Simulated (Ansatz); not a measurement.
Gas-phase electronic energies from Ansatz, PBE0-D4/def2-TZVP geometries. CBS: MP2 limit from def2 TZ/QZ plus the TZ coupled-cluster correction, frozen cores. def2 core potentials past Kr. For Sn outer-core shells are correlated without core-valence functions, which leaves a few kJ/mol of doubt a bond. One conformer a species, not always the lowest.

Reaction (formal exchange of groups at a C–Si bond): `C=C[Si](O)(O)O` + `[F][SnH3]` → `C=[CH][SnH2][F]` + `O[SiH](O)O`

`C=C[Si](O)(O)O`:

Cartesian coordinates in Å:
```
C 0.454 0.091 1.978
C -0.029 -0.663 0.994
Si -0.177 -0.080 -0.753
O -1.637 -0.595 -1.271
O 0.030 1.548 -0.836
O 0.945 -0.706 -1.768
H 0.785 1.111 1.803
H 0.548 -0.273 2.997
H -0.340 -1.680 1.231
H -1.786 -0.598 -2.219
H -0.579 2.093 -0.336
H 1.785 -0.248 -1.820
```

`[F][SnH3]`:

Cartesian coordinates in Å:
```
F -0.047 1.703 0.581
Sn 0.003 -0.119 -0.041
H -1.568 -0.712 0.230
H 1.193 -0.869 0.915
H 0.418 -0.004 -1.686
```

`C=[CH][SnH2][F]`:

Cartesian coordinates in Å:
```
C 1.102 -0.126 1.254
C 0.099 0.530 0.681
Sn -0.855 -0.211 -1.051
F -0.494 1.071 -2.448
H 1.595 0.248 2.148
H 1.485 -1.065 0.862
H -0.243 1.467 1.112
H -0.133 -1.664 -1.573
H -2.557 -0.249 -0.984
```

`O[SiH](O)O`:

```xyz
8

O     0.362   -1.012    1.240
Si   -0.146   -0.284   -0.127
O     0.971    0.691   -0.832
O    -1.401    0.700    0.229
H     0.458   -0.467    2.024
H    -0.506   -1.397   -1.026
H     1.754    0.281   -1.201
H    -1.492    1.489   -0.308
```

| species | CCSD(T)/CBS(def2) energy (Eh) |
| --- | --- |
| `C=C[Si](O)(O)O` | -594.47286 |
| `[F][SnH3]` | -315.62493 |
| `C=[CH][SnH2][F]` | -392.92056 |
| `O[SiH](O)O` | -517.17167 |

Problem. Work out ΔE.

Solution. ΔE = (-392.92056) + (-517.17167) − (-594.47286) − (-315.62493) = 0.00556 Eh = +3.5 kcal/mol.

Largest T1 diagnostic among the species: 0.014.

At CCSD(T), def2-SVP lies +2.2 kcal/mol from the extrapolated value and def2-TZVPP +0.9 kcal/mol. From BLYP to BHLYP (50 % exact exchange), in def2-TZVPP and without D4, ΔE moves by +1.4 kcal/mol. Leaving LDA and LC-ωPBE aside and taking each functional with its dispersion term where it has one, the values, not all of them listed here, spread over 3.5 kcal/mol, from B2PLYP to B97M-V. LDA lies +1.9 kcal/mol from PBE without D4.
